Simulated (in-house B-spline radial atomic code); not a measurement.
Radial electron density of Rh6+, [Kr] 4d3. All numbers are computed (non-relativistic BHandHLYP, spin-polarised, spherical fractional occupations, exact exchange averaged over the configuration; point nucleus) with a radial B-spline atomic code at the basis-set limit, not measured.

Columns: r (bohr), 4πr²n(r) (electrons per bohr), bar.

```
 0.00143    1.441 #
 0.00174    2.075 #
 0.00211    2.952 ##
 0.00257    4.201 ###
 0.00312    5.893 ####
 0.00379    8.188 #####
  0.0046    11.21 #######
 0.00559    15.15 #########
  0.0068    20.12 ############
 0.00826    26.05 ################
    0.01    32.68 ####################
  0.0122    40.01 #########################
  0.0148    46.81 #############################
   0.018    52.39 ################################
  0.0219    55.62 ##################################
  0.0266    55.84 ###################################
  0.0323    53.42 #################################
  0.0392    50.01 ###############################
  0.0477    48.32 ##############################
  0.0579    50.93 ################################
  0.0704     58.2 ####################################
  0.0855    66.76 #########################################
   0.104    70.94 ############################################
   0.126    66.77 #########################################
   0.153    56.38 ###################################
   0.186    47.84 ##############################
   0.226    48.01 ##############################
   0.275    54.17 ##################################
   0.334    55.49 ##################################
   0.406    45.27 ############################
   0.494     28.7 ##################
     0.6    16.91 ##########
   0.729    13.83 #########
   0.886    14.34 #########
    1.08    12.43 ########
    1.31    7.906 #####
    1.59    3.604 ##
    1.93    1.169 #
    2.35   0.2579 
    2.85  0.03888 
    3.46 0.003478 
    4.21 0.000159
```

On this grid the curve has 4 maxima, near 0.0266, 0.104, 0.334, 0.886 bohr.

The 4d up radial function P(r) = rR(r), positive near the nucleus:

```tsv
r (bohr)	P
0.0122	0.001353
0.018	0.003994
0.0266	0.01139
0.0392	0.03052
0.0579	0.07599
0.0855	0.169
0.126	0.3192
0.186	0.4799
0.275	0.4945
0.406	0.1757
0.6	-0.4429
0.886	-0.95
1.31	-0.9076
1.93	-0.4561
2.85	-0.1027
4.21	-0.007156
```
